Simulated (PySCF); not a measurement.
SMILES Fc1ccc[c]([GeH3])c1 (C6H7FGe), GFN2-xTB optimised geometry.

```
15

F     -2.03    -2.26     0.00
C     -1.37    -1.08     0.00
C     -2.11     0.09     0.00
C     -1.42     1.30     0.00
C     -0.04     1.31     0.00
C      0.69     0.13     0.00
Ge     2.64     0.15     0.00
C      0.01    -1.08     0.00
H     -3.19     0.05     0.00
H     -1.98     2.23     0.00
H      0.49     2.26     0.00
H      3.18    -0.57    -1.20
H      3.19    -0.55     1.20
H      3.14     1.55    -0.01
H      0.54    -2.02     0.00
```

Density from CAM-B3LYP/def2-TZVP (PySCF) at that geometry.

Minimum of the electron density along straight lines between bonded atoms, close to the bond critical point (lines longer than 1.1 times the sum of covalent radii, or with two minima, are not listed):

```csv
bond,length / Å,ρ at the minimum / e bohr⁻³,∇²ρ there / e bohr⁻⁵,position (fraction from the first atom)
F1–C2,1.351,?,?,0.67
C2–C3,1.383,0.329,-1.01,0.52
C3–C4,1.384,0.324,-0.97,0.50
C4–C5,1.384,0.325,-0.98,0.50
C5–C6,1.389,0.320,-0.95,0.50
C6–Ge7,1.954,0.129,?,0.53
C2–C8,1.380,0.331,-1.01,0.52
C6–C8,1.389,0.319,-0.94,0.50
C3–H9,1.078,0.289,-1.05,0.65
C4–H10,1.080,0.289,-1.05,0.65
C5–H11,1.082,0.288,-1.04,0.65
Ge7–H12,1.494,0.143,0.09,0.60
Ge7–H13,1.494,0.143,0.09,0.60
Ge7–H14,1.493,0.144,0.09,0.60
C8–H15,1.081,0.288,-1.04,0.65
```

Task: What belongs in the gaps?

Result: 
- F1–C2, ρ at the minimum / e bohr⁻³: 0.262
- F1–C2, ∇²ρ there / e bohr⁻⁵: -0.12
- C6–Ge7, ∇²ρ there / e bohr⁻⁵: 0.11
